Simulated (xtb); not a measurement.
CH₂F (SMILES [CH2]F), doublet, from a rough starting geometry; GFN2-xTB (xtb).

Here is a job for xtb.
```
$ xtb mol.xyz --gfn 2 --uhf 1 --opt vtight --json

# file mol.xyz
4

C     -0.05384533    -0.00139769     0.06021851
F      1.22093019    -0.06549057    -0.04651764
H     -0.67554406    -0.92237807    -0.07100176
H     -0.45915623     1.00682607    -0.07298384
```

Problem. What does xtb print? Leave out banner, timings and long lists.

Solution. 
```
   ID    Z sym.   atoms
    1    6 C      1
    2    9 F      2
    3    1 H      3, 4

           -------------------------------------------------
          |                Calculation Setup                |
           -------------------------------------------------

           -------------------------------------------------
          |                 G F N 2 - x T B                 |
           -------------------------------------------------

          ...................................................
          :                      SETUP                      :
          :.................................................:
          :  # basis functions                  10          :
          :  # atomic orbitals                  10          :
          :  # shells                            6          :
          :  # electrons                        13          :
          :  max. iterations                   250          :
          :  Hamiltonian                  GFN2-xTB          :
          :  restarted?                      false          :
          :  GBSA solvation                  false          :
          :  PC potential                    false          :
          :  electronic temp.          300.0000000     K    :
          :  accuracy                    1.0000000          :
          :  -> integral cutoff          0.2500000E+02      :
          :  -> integral neglect         0.1000000E-07      :
          :  -> SCF convergence          0.1000000E-05 Eh   :
          :  -> wf. convergence          0.1000000E-03 e    :
          :  Broyden damping             0.4000000          :
          :  net charge                          0          :
          :  unpaired electrons                  1          :
          ...................................................

 iter      E             dE          RMSdq      gap      omega  full diag
   1     -7.8312588 -0.783126E+01  0.462E+00   10.48       0.0  T
   2     -7.8352367 -0.397788E-02  0.283E+00   10.73       1.0  T
   3     -7.8357825 -0.545854E-03  0.623E-01   10.83       1.0  T
   4     -7.8358515 -0.689602E-04  0.171E-01   10.80       1.0  T
   5     -7.8358745 -0.230608E-04  0.503E-02   10.76       1.0  T
   6     -7.8358748 -0.229008E-06  0.851E-03   10.77       5.9  T
   7     -7.8358748 -0.524024E-07  0.206E-03   10.77      24.3  T
   8     -7.8358748 -0.441991E-09  0.146E-04   10.77     342.8  T
   9     -7.8358748 -0.698197E-11  0.317E-05   10.77    1579.4  T

   *** convergence criteria satisfied after 9 iterations ***

         :::::::::::::::::::::::::::::::::::::::::::::::::::::
         ::                     SUMMARY                     ::
         :::::::::::::::::::::::::::::::::::::::::::::::::::::
         :: total energy              -7.788693001667 Eh    ::
         :: gradient norm              0.084904964740 Eh/a0 ::
         :: HOMO-LUMO gap             10.766665147494 eV    ::
         ::.................................................::
         :: SCC energy                -7.835874825837 Eh    ::
         :: -> isotropic ES            0.005197866799 Eh    ::
         :: -> anisotropic ES          0.000568877887 Eh    ::
         :: -> anisotropic XC         -0.000337375041 Eh    ::
         :: -> dispersion             -0.000594786210 Eh    ::
         :: repulsion energy           0.047181824170 Eh    ::
         :: add. restraining           0.000000000000 Eh    ::
         :: total charge               0.000000000000 e     ::
         :::::::::::::::::::::::::::::::::::::::::::::::::::::

      -----------------------------------------------------------
     |                   =====================                   |
     |                        A N C O P T                        |
     |                   =====================                   |
     |               Approximate Normal Coordinate               |
     |                Rational Function Optimizer                |
      -----------------------------------------------------------
      -----------------------------------------------------------
     |                   =====================                   |
     |                        A N C O P T                        |
     |                   =====================                   |
     |               Approximate Normal Coordinate               |
     |                Rational Function Optimizer                |
      -----------------------------------------------------------

          ...................................................
          :                      SETUP                      :
          :.................................................:
          :   optimization level         verytight          :
          :   max. optcycles                   200          :
          :   ANC micro-cycles                  20          :
          :   degrees of freedom                 6          :
          :.................................................:
          :   RF solver                   davidson          :
          :   write xtbopt.log                true          :
          :   linear?                        false          :
          :   energy convergence         0.1000000E-06 Eh   :
          :   grad. convergence          0.2000000E-03 Eh/α :
          :   maxmium RF displ.          1.0000000          :
          :   Hlow (freq-cutoff)         0.1000000E-01      :
          :   Hmax (freq-cutoff)         5.0000000          :
          :   S6 in model hess.         20.0000000          :
          ...................................................

generating ANC from exact Hessian ...
Using Lindh-Hessian (1995)
 Shifting diagonal of input Hessian by    0.0000000000000000
 Lowest  eigenvalues of input Hessian
    0.000000    0.000000    0.000000    0.000000    0.000000    0.000000
    0.021770    0.173443    0.201387    0.481975    1.180567    1.790607
 Highest eigenvalues
[...]
 * total energy  :    -7.7886930 Eh     change       -0.5204726E-12 Eh
 * total energy  :    -7.7921818 Eh     change       -0.3488827E-02 Eh
 * total energy  :    -7.7927646 Eh     change       -0.5827926E-03 Eh
 * total energy  :    -7.7927946 Eh     change       -0.2995309E-04 Eh
 * total energy  :    -7.7927991 Eh     change       -0.4560419E-05 Eh
 * total energy  :    -7.7928000 Eh     change       -0.8322441E-06 Eh
 * total energy  :    -7.7928000 Eh     change       -0.2043967E-07 Eh
   *** GEOMETRY OPTIMIZATION CONVERGED AFTER 7 ITERATIONS ***
[...]

          ...................................................
          :                      SETUP                      :
          :.................................................:
          :  # basis functions                  10          :
          :  # atomic orbitals                  10          :
          :  # shells                            6          :
          :  # electrons                        13          :
          :  max. iterations                   250          :
          :  Hamiltonian                  GFN2-xTB          :
          :  restarted?                      false          :
          :  GBSA solvation                  false          :
          :  PC potential                    false          :
          :  electronic temp.          300.0000000     K    :
          :  accuracy                    1.0000000          :
          :  -> integral cutoff          0.2500000E+02      :
          :  -> integral neglect         0.1000000E-07      :
          :  -> SCF convergence          0.1000000E-05 Eh   :
          :  -> wf. convergence          0.1000000E-03 e    :
          :  Broyden damping             0.4000000          :
          :  net charge                          0          :
          :  unpaired electrons                  1          :
          ...................................................

 iter      E             dE          RMSdq      gap      omega  full diag
   1     -7.8429471 -0.784295E+01  0.409E-05   11.56       0.0  T
   2     -7.8429471 -0.732747E-12  0.198E-05   11.56    2522.4  T
   3     -7.8429471 -0.150102E-12  0.598E-06   11.56    8368.2  T

   *** convergence criteria satisfied after 3 iterations ***

         :::::::::::::::::::::::::::::::::::::::::::::::::::::
         ::                     SUMMARY                     ::
         :::::::::::::::::::::::::::::::::::::::::::::::::::::
         :: total energy              -7.792799987544 Eh    ::
         :: gradient norm              0.000016962783 Eh/a0 ::
         :: HOMO-LUMO gap             11.560421635211 eV    ::
         ::.................................................::
         :: SCC energy                -7.842947095155 Eh    ::
         :: -> isotropic ES            0.006825840357 Eh    ::
         :: -> anisotropic ES          0.000113627012 Eh    ::
         :: -> anisotropic XC          0.000295554937 Eh    ::
         :: -> dispersion             -0.000583484802 Eh    ::
         :: repulsion energy           0.050147107611 Eh    ::
         :: add. restraining           0.000000000000 Eh    ::
         :: total charge               0.000000000000 e     ::
         :::::::::::::::::::::::::::::::::::::::::::::::::::::

           -------------------------------------------------
          |                Property Printout                |
           -------------------------------------------------

    * Orbital Energies and Occupations

         #    Occupation            Energy/Eh            Energy/eV
      -------------------------------------------------------------
         1        2.0000           -0.8330168             -22.6675
         2        2.0000           -0.6130085             -16.6808
         3        2.0000           -0.5545012             -15.0887
         4        2.0000           -0.5478853             -14.9087
         5        2.0000           -0.5343219             -14.5396
         6        2.0000           -0.4722866             -12.8516
         7        1.0000           -0.3421337              -9.3099 (HOMO)
         8                          0.0827040               2.2505 (LUMO)
         9                          0.1623280               4.4172
        10                          0.3061760               8.3315
      -------------------------------------------------------------
                  HL-Gap            0.4248377 Eh           11.5604 eV
             Fermi-level           -0.2684625 Eh           -7.3052 eV

     #   Z          covCN         q      C6AA      α(0)
     1   6 C        2.637     0.030    27.312     8.549
     2   9 F        0.784    -0.164    10.871     3.895
     3   1 H        0.926     0.067     2.120     2.277
     4   1 H        0.926     0.067     2.120     2.277

 Mol. C6AA /au·bohr⁶  :        128.588561
 Mol. C8AA /au·bohr⁸  :       2648.729010
 Mol. α(0) /au        :         16.996853

Wiberg/Mayer (AO) data.
largest (>0.10) Wiberg bond orders for each atom

 ---------------------------------------------------------------------------
     #   Z sym  total        # sym  WBO       # sym  WBO       # sym  WBO
 ---------------------------------------------------------------------------
     1   6 C    3.115 --     2 F    1.162     3 H    0.977     4 H    0.977
     2   9 F    1.192 --     1 C    1.162
     3   1 H    0.996 --     1 C    0.977
     4   1 H    0.996 --     1 C    0.977
 ---------------------------------------------------------------------------

Topologies differ in total number of bonds
Writing topology from bond orders to xtbtopo.mol

molecular dipole:
                 x           y           z       tot (Debye)
 q only:       -0.529       0.044       0.000
   full:       -0.600       0.050      -0.063       1.539
molecular quadrupole (traceless):
                xx          xy          yy          xz          yz          zz
 q only:       -0.956       0.141       0.798       0.077      -0.007       0.158
  q+dip:       -2.263       0.371       2.232       0.296      -0.027       0.031
   full:       -1.939       0.293       1.627       0.241      -0.022       0.312

optimized geometry written to: xtbopt.xyz

           -------------------------------------------------
          | TOTAL ENERGY               -7.792799987544 Eh   |
          | GRADIENT NORM               0.000016962783 Eh/α |
          | HOMO-LUMO GAP              11.560421635211 eV   |
           -------------------------------------------------
```
